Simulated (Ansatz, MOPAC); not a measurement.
Bond stretch in SeBe, lowest singlet found (which spin is the ground state isn't settled by this scan).

- PM3, restricted, heats of formation (MOPAC)
- FCI = full CI/cc-pVDZ, cores with 3d frozen in Ansatz (a first-principles code)

Energies relative to the lowest point of each curve between 1.54 and 2.24 Å, where full CI is lowest, in kJ/mol:

```tsv
R / Å	PM3
1.54	39.4
1.68	6.7
1.78	0.0
1.87	1.5
1.97	9.3
2.03	16.5
2.10	27.1
2.19	44.3
2.24	55.7
```

**Question.** Predict the corresponding FCI column.

**Answer.** 1.54: 227.9; 1.68: 68.4; 1.78: 17.2; 1.87: 0.0; 1.97: 2.5; 2.03: 11.4; 2.10: 26.7; 2.19: 51.4; 2.24: 66.7 (kJ/mol).

The scan ran from 1.54 to 7.36 Å; beyond the distances shown full CI changes its symmetry label. The restricted form behind PM3 keeps the bonding electrons paired and can't separate into open-shell fragments. Also computed but left out beside FCI, since their determinant holds another spin at the minimum (<S²> over 0.7 above the pure value): UHF, UMP2/6-31G*.
